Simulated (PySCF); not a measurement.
A PySCF script (with the pyscf-properties extension) for the NMR shieldings of `C#C[Si@H](O)BC=C`, C4H7BOSi, on a GFN2-xTB geometry:

```python
import basis_set_exchange as bse
import numpy as np
from pyscf import gto, dft
from pyscf.prop import nmr

atoms = """
C    -2.201199    2.387334    0.500307
C    -1.857965    1.237313    0.427113
Si   -1.269639   -0.537097    0.336926
O    -2.076717   -1.414018    1.467082
B     0.641319   -0.708830    0.715230
C     1.676318   -0.016506   -0.198595
C     2.966203   -0.358070   -0.252673
H    -2.515185    3.390640    0.560617
H    -1.772403   -0.952160   -0.996012
H    -3.028563   -1.419022    1.516215
H     1.048639   -1.339554    1.616467
H     1.352194    0.766632   -0.878617
H     3.668961    0.099457   -0.934019
H     3.367362   -1.136591    0.377818
"""
names = dict.fromkeys(["C", "Si", "O", "B", "H"], "pcSseg-1")
basis = {el: gto.basis.parse(bse.get_basis(n, elements=[el], fmt="nwchem")) for el, n in names.items()}
mol = gto.M(atom=atoms, basis=basis, charge=0, verbose=0)
mf = dft.RKS(mol, xc="PBE0")
mf.grids.level = 2
mf.grids.alignment = dft.numint.BLKSIZE   # the property module wants whole blocks of grid points
mf.conv_tol = 1e-9
mf.kernel()

calc = nmr.RKS(mf)   # GIAO
C = mf.mo_coeff
Co = C[:, mf.mo_occ > 0]
resp = mf.gen_response(singlet=True, hermi=2)
def vind(x):   # induced exchange potential for any number of trial vectors
    d = np.einsum("pi,xij,qj->xpq", C, 2 * x.reshape(-1, C.shape[1], Co.shape[1]), Co, optimize=True)
    return np.einsum("xpq,pi,qj->xij", resp(d - d.transpose(0, 2, 1)), C, Co, optimize=True).ravel()
mo1, _ = nmr.rhf.solve_mo1(calc, with_cphf=vind)
sigma = calc.kernel(mo1)
for i, s in enumerate(sigma):   # ppm
    print("%2d %-2s %9.2f" % (i, mol.atom_pure_symbol(i), np.trace(s) / 3))
```

Q: What are the results?

A: 
```
 0 C      83.79
 1 C      95.42
 2 Si    391.74
 3 O     314.76
 4 B       9.45
 5 C      32.20
 6 C      28.97
 7 H      29.66
 8 H      26.10
 9 H      30.45
10 H      23.20
11 H      23.89
12 H      24.69
13 H      25.11
```

These numbers come from an equivalent density-fitted implementation of the same equations, which agrees with the script to about 0.01 ppm for H and up to a few tenths of a ppm for heavy atoms, so last digits may differ.

Size and cost of the density-fitted run: 161 basis functions, 35 s wall time on 1 thread of an Arm Neoverse N1, shared host; peak memory 0.73 GiB.
